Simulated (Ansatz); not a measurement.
Frontier orbitals of `O[SiH]1[S][Al]1[Cl]`.

Total charge 0; spin multiplicity 1. All single points use the PBE0-D4/def2-TZVP geometry. It is one conformer, not always the lowest. Basis def2-TZVPP, Ansatz.

| functional | HOMO (eV) | LUMO (eV) |
| --- | --- | --- |
| HF | -8.99 | 1.07 |

(1) Give HOMO and LUMO (eV) with LDA (SPW92), PBE, revPBE, BLYP, r2SCAN, B97M-V, PBE0, B3LYP, r2SCANh, r2SCAN0, HSE06 (plane-wave form), BHLYP, CAM-B3LYP, LC-ωPBE, ωB97X-V, ωB97M-V. (Estimate.)

## Answers

(1) The calculation gave: 
| functional | HOMO | LUMO |
| --- | --- | --- |
| LDA (SPW92) | -5.80 | -2.72 |
| PBE | -5.67 | -2.51 |
| revPBE | -5.61 | -2.42 |
| BLYP | -5.52 | -2.32 |
| r2SCAN | -5.87 | -2.34 |
| B97M-V | -5.88 | -2.39 |
| PBE0 | -6.70 | -1.79 |
| B3LYP | -6.50 | -1.92 |
| r2SCANh | -6.25 | -2.08 |
| r2SCAN0 | -6.82 | -1.70 |
| HSE06 (plane-wave form) | -6.31 | -2.16 |
| BHLYP | -7.60 | -0.94 |
| CAM-B3LYP | -7.89 | -0.77 |
| LC-ωPBE | -9.13 | 0.21 |
| ωB97X-V | -8.83 | 0.14 |
| ωB97M-V | -8.62 | -0.04 |

B3LYP here is the variant with VWN-RPA as its local correlation; programs differ in this. LC-ωPBE has ω = 0.4 bohr⁻¹.
